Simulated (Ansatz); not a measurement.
Members of the series CXY, Y = hydroxy; each row names its spin state. Isolated molecules, 0 K electronic values unless said otherwise. One relaxed conformer stands for each flexible species; it need not be the lowest. Strings in code marks are SMILES.

Quantity: adiabatic spin-state energy, in kJ/mol. The DFT solution of `O[C][SiH3]` is unstable or spin-contaminated; the geometry comes from it. HF references are unrestricted for open shells and restricted for singlets. The restricted reference of `O[C][SiH3]` and `[CH]O` is unstable towards unrestricted orbitals.

A: `[CH]O`: multiplicity 3 minus multiplicity 1
B: `O[C][SiH3]`: multiplicity 3 minus multiplicity 1
C: `O[C]O`: multiplicity 3 minus multiplicity 1

**Question.** Put the candidates in order of adiabatic spin-state energy, lowest first, for frozen-core CCSD(T)/6-31g // PBE0-D3(BJ)/def2-TZVP (Ansatz, a quantum-chemistry and plane-wave program).

**Answer.** B (23.63 kJ/mol), A (39.58 kJ/mol), C (195.9 kJ/mol)
